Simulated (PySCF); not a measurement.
Calculation: B3LYP-D3(BJ)/def2-TZVP run with PySCF. Isolated molecules, 0 K electronic values unless said otherwise. One relaxed conformer stands for a flexible species; it need not be the lowest. B3LYP has the VWN-RPA correlation part, as in Gaussian. Excitations are Tamm–Dancoff values on a coarser integration grid. The basis has no diffuse functions, so Rydberg states are missing or too high.

Reference species (SMILES): `C1O[SiH2]1` (neutral, multiplicity 1).

The HOMO–LUMO gap is 6.73 eV and the S1–T1 gap (TDA) is 1.05 eV.

Changed species: `C=[SiH]O` (C–Si–O–H torsion 0°).

Question: Predict the effect on the HOMO–LUMO gap and S1–T1 gap (TDA).

Answer: the HOMO–LUMO gap drops by 1.24 eV, to 5.49 eV; the S1–T1 gap (TDA) increases by 0.43 eV, to 1.48 eV.
